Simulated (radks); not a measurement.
Values are calculated unless marked as measured or tabulated.
Ionisation ladder of technetium, from Tc I to Tc VI. Each ion is in the ground configuration listed by NIST, and IE = E(next ion) - E(this ion). Level of theory: Dirac Kohn-Sham, PBE, spin-unpolarised, spherical densities, point nucleus; open shells fill j = l - 1/2 first (a radial shooting solver on a logarithmic mesh with Libxc functionals).

| species | configuration | IE, Delta-SCF (eV) | -e(HOMO) (eV) | HOMO | <r> HOMO (bohr) |
|---|---|---|---|---|---|
| Tc I | [Kr] 4d5 5s2 | ? | 5.027 | 5s1/2 | 3.31 |
| Tc II | [Kr] 4d5 5s1 | ? | 11.370 | 5s1/2 | 3.04 |
| Tc III | [Kr] 4d5 | 28.485 | 22.298 | 4d5/2 | 1.63 |
| Tc IV | [Kr] 4d4 | 42.164 | 35.259 | 4d3/2 | 1.51 |
| Tc V | [Kr] 4d3 | ? | 49.270 | 4d3/2 | 1.43 |
| Tc VI | [Kr] 4d2 | 72.376 | 64.397 | 4d3/2 | 1.37 |

Estimate the withheld Delta-SCF values.

Answer. Tc I: 8.135 eV (NIST 7.119); Tc II: 14.827 eV (NIST 15.260); Tc V: 56.747 eV (NIST 57).

Beside tabulated values, note that spin-unpolarised runs miss the spin-polarisation part of the exchange energy of open shells.
